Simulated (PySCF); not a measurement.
[TcCl4]+: Tc(V) (d2), charge +1. The structure is a model geometry with rigid ligands and bond lengths from ionic radii, not a minimum; coordination tetrahedral, point group Td, metal–donor distances 2.19 Å.

The d shell alone is too small an active space for [TcCl4]+ (an active orbital has only 0.54 squared overlap with the free ion's shell): its levels, fitted parameters, g values and moments show what this model gives and aren't sound predictions.

Method (PySCF 2.14, density fitting): CASSCF(2,5) with orbitals averaged over all microstates of the shell, strongly contracted NEVPT2 on the averaged canonical orbitals; basis x2c-TZVPall on the metal, x2c-SVPall elsewhere; spin-free X2C; gas phase; spin-orbit coupling by state interaction with the mean-field operator over all roots.

CASSCF energies above the lowest CASSCF root:

| state | CASSCF / cm⁻¹ |
| --- | --- |
| 3A2 | 0 |
| 1E | 8182 |
| 3T2 | 13098 |
| 1A1 | 14791 |
| 3T1 | 17498 |
| 1T2 | 21647 |
| 1T1 | 22340 |
| 3T1 | 29253 |
| 1E | 33020 |
| 1T2 | 36293 |
| 1A1 | 46638 |

**Question.** How does dynamic correlation (SC-NEVPT2) move these states?

**Answer.** 
| state | NEVPT2 / cm⁻¹ | shift / cm⁻¹ |
| --- | --- | --- |
| 3A2 | 0 | 0 |
| 1E | 6906 | -1275 |
| 3T2 | 13766 | +667 |
| 1A1 | 12266 | -2525 |
| 3T1 | 16843 | -655 |
| 1T2 | 19627 | -2019 |
| 1T1 | 20279 | -2062 |
| 3T1 | 27149 | -2104 |
| 1E | 30515 | -2506 |
| 1T2 | 32068 | -4225 |
| 1A1 | 38131 | -8507 |

The geometry is a model, and the complex may not exist in this form. Charge-transfer states lie outside this active space and may come lower than some of these levels. NEVPT2 on the d shell alone tends to put d–d bands too high for such charged or covalently bound ions.
